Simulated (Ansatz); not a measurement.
`[SH][Au]` + HBr → `[Br][Au]` + H₂S at 700 K and 1 bar (ligand exchange at the Au–S bond).

Isolated molecules relaxed with PBE0-D4/def2-TZVP in Ansatz; ΔE leaves out vibrations. CCSD(T)/CBS adds triple-zeta CCSD(T) − MP2 to the extrapolated MP2 energy (def2 sets, frozen cores). This one scheme is used for every species. def2 core potentials past Kr. For Au, Br outer-core shells are correlated without core-valence functions, which leaves a few kJ/mol of doubt a bond. Scalar relativity is left out up to krypton.

```tsv
species	CCSD(T)/CBS energy (Eh)	H − E (kJ/mol)	S (J/(mol·K))
`[SH][Au]`	-533.91058	52.4	314.0
HBr	-2573.91920	36.5	223.7
`[Br][Au]`	-2708.86234	26.3	294.6
H₂S	-398.97279	64.8	236.9
```

H − E and S are ideal-gas, rigid-rotor, harmonic terms from PBE0-D4/def2-TZVP. 1 Eh = 2625.50 kJ/mol, R = 8.31446 J/(mol·K).

Q: By hand: ΔE, ΔH, ΔS and ΔG.

A: ΔE = (-2708.86234) + (-398.97279) − (-533.91058) − (-2573.91920) = -0.00535 Eh = -14.0 kJ/mol. Δ(H − E) = 26.3 + 64.8 − 52.4 − 36.5 = 2.2, so ΔH = -11.8 kJ/mol. ΔS = 294.6 + 236.9 − 314.0 − 223.7 = -6.2 J/(mol·K). ΔG = -11.8 − 700 × (-6.2)/1000 = -7.5 kJ/mol.

Q: By hand: the equilibrium constant, and the temperature at which ΔG would vanish if ΔH and ΔS stayed fixed.

A: log₁₀ K = −ΔG/(RT ln 10) = 0.6. ΔG = 0 at ΔH/ΔS = 1903 K, though so small a ΔS makes that figure unsure.

TΔS isn't small against ΔH here. A doubt of 5 kJ/mol in ΔE shifts log₁₀ K by 0.4 here. These are equilibria of isolated gas molecules and say nothing of rates. Largest T1 diagnostic: 0.025 (customary marks: 0.02 for closed shells, 0.045 for open ones).
